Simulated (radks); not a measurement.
Problem. The mean radii <r> (bohr) of the occupied orbitals of an atom or ion are listed with their occupations. All-electron calculation, non-relativistic Kohn-Sham, TPSS, spin-polarised, spherical densities, point nucleus; meta-GGA in the generalised Kohn-Sham scheme. Program: a radial shooting solver on a logarithmic mesh with Libxc functionals.

orbital  occ.      <r>
1s up       1  0.01941
1s down     1  0.01941
2s up       1  0.08126
2s down     1  0.08119
2p up       3  0.06870
2p down     3  0.06862
3s up       1   0.1955
3s down     1   0.1959
3p up       3   0.1851
3p down     3   0.1856
3d up       4   0.1599

Name the element and its charge. Open shells, if any, are filled with parallel spins first.

Solution. Z = 78, platinum, charge +56: Pt56+ in [Ar] 3d4. The 1s radius gives Z: for a bare nucleus <r> = 1.5/Z, 0.01923 bohr for Z = 78, and screening makes it slightly larger (0.01941 here). The occupations add up to 22, and the charge is Z minus that.
